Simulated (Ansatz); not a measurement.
Start from `O=C(O)c1ccc2ccccc2c1` and change one atom or group to get `Ic1ccc2ccccc2c1`.

Ansatz, PBE0-D4/def2-TZVP geometries, multiplicity 1. Each molecule was computed in one conformer, which needn't be the lowest.

Elements past krypton have def2 core potentials.  Spin–orbit coupling is left out; it splits and shifts lone-pair levels of the heavy atoms by tenths of an eV.

| property | `O=C(O)c1ccc2ccccc2c1` |
| --- | --- |
| HOMO energy (ωB97M-V/def2-TZVPP) / eV | -8.56 |
| LUMO energy (ωB97M-V/def2-TZVPP) / eV | 0.13 |
| LUMO energy (B3LYP/def2-TZVPP) / eV | -1.96 |
| LUMO energy (PBE/def2-TZVPP) / eV | -2.59 |
| size of the dipole moment (ωB97M-V/def2-TZVPP) / D | 2.40 |
| size of the dipole moment (B3LYP/def2-TZVPP) / D | 2.51 |

Problem. What does the change do to each property? (An estimate is asked.)

Solution. The calculation gave: 
```json
{"property": "HOMO energy (ωB97M-V/def2-TZVPP) / eV", "`Ic1ccc2ccccc2c1`": "-8.37", "shift": "0.19"}
{"property": "LUMO energy (ωB97M-V/def2-TZVPP) / eV", "`Ic1ccc2ccccc2c1`": "0.43", "shift": "0.30"}
{"property": "LUMO energy (B3LYP/def2-TZVPP) / eV", "`Ic1ccc2ccccc2c1`": "-1.62", "shift": "0.34"}
{"property": "LUMO energy (PBE/def2-TZVPP) / eV", "`Ic1ccc2ccccc2c1`": "-2.28", "shift": "0.31"}
{"property": "size of the dipole moment (ωB97M-V/def2-TZVPP) / D", "`Ic1ccc2ccccc2c1`": "1.84", "shift": "-0.56"}
{"property": "size of the dipole moment (B3LYP/def2-TZVPP) / D", "`Ic1ccc2ccccc2c1`": "1.81", "shift": "-0.70"}
```

With PBE0 the HOMO rises by 0.20 eV and the LUMO rises by 0.32 eV, so the gap widens by about 0.12 eV. PBE moves the HOMO by 0.22 eV and ωB97M-V by 0.19 eV. Dipoles are sizes alone; their direction can turn.

Positive LUMOs are unbound, so they and the gaps depend on the basis.

B3LYP here is the variant with VWN-RPA as its local correlation; programs differ in this.
